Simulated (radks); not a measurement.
Results of a calculation; reference values are marked as such.
Effect of the nuclear size on the tellurium ion Te+, [Kr] 4d10 5s2 5p3. Level of theory: Dirac Kohn-Sham, BLYP, spin-unpolarised, spherical densities, finite nucleus; open shells are shared between the two j in proportion to 2j + 1; Fermi nuclear charge, rms radius 4.7423 fm (a radial shooting solver on a logarithmic mesh with Libxc functionals). The rms radius is varied about that value; shifts are against it.

| rms radius (fm) | total energy shift (eV) | density at nucleus (e/bohr^3) | 1s1/2 shift (meV) | 2s1/2 shift (meV) | 4p1/2 shift (meV) | 5s1/2 shift (meV) | 5p1/2 shift (meV) | 5p3/2 shift (meV) | 6s1/2 (empty) shift (meV) |
|---|---|---|---|---|---|---|---|---|---|
| 3.8982 | -1.73 | 2.356e+05 | -724 | -84.2 | 0.274 | -0.394 | 0.060 | 0.064 | -0.059 |
| 4.5384 | -0.444 | 2.297e+05 | -186 | -21.6 | 0.070 | -0.101 | 0.015 | 0.016 | -0.015 |
| 4.7423 | 0 | 2.28e+05 | 0.000 | 0.000 | 0.000 | 0.000 | 0.000 | 0.000 | 0.000 |
| 5.1976 | 1.05 | 2.246e+05 | 439 | 51.1 | -0.166 | 0.239 | -0.036 | -0.039 | 0.036 |
| 5.8378 | 2.66 | 2.203e+05 | 1110 | 129 | -0.421 | 0.605 | -0.092 | -0.098 | 0.091 |

Slopes of the eigenvalues against <r^2> in GHz/fm^2, as finite differences over the two radii next to the reference (eigenvalue slopes, not the field-shift constants of lines): 1s1/2 23500, 2s1/2 2740, 4p1/2 -8.92, 5s1/2 12.8, 5p1/2 -1.95, 5p3/2 -2.07, 6s1/2 (empty) 1.92.
